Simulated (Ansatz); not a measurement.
Gas-phase electronic energies from Ansatz, PBE0-D4/def2-TZVP geometries. CBS: MP2 limit from def2 TZ/QZ plus the TZ coupled-cluster correction, frozen cores. Functionals use def2-TZVPP. B3LYP here is the variant with VWN-RPA as its local correlation; programs differ in this. For Se outer-core shells are correlated without core-valence functions, which leaves a few kJ/mol of doubt a bond. Scalar relativity is left out up to krypton. One conformer a species, not always the lowest.

Consider the formal exchange of groups at the Si–B bond: `FB([SiH3])[SeH]` + `NCS` → `[SiH3]CS` + `NB(F)[SeH]`.

| level | ΔE (eV) | difference from CCSD(T)/CBS |
| --- | --- | --- |
| PBE0-D4 | -2.02 | 0.06 |
| B2PLYP | -2.10 | -0.02 |
| PBE | -1.91 | 0.17 |
| PBE0 | -2.01 | 0.07 |
| B3LYP | -2.04 | 0.04 |
| MP2/def2-TZVPP | -2.19 | -0.11 |
| SCS-MP2/def2-TZVPP | -2.14 | -0.06 |
| CCSD(T)/def2-TZVPP | -2.07 | 0.01 |
| HF/def2-QZVPP | -2.19 | -0.11 |
| SCS-MP2/def2-QZVPP | -2.15 | -0.07 |
| CCSD(T)/CBS | -2.08 | 0 |

Largest T1 diagnostic among the species: 0.013.

From PBE to PBE0 (25 % exact exchange), in def2-TZVPP and without D4, ΔE moves by −0.11 eV.
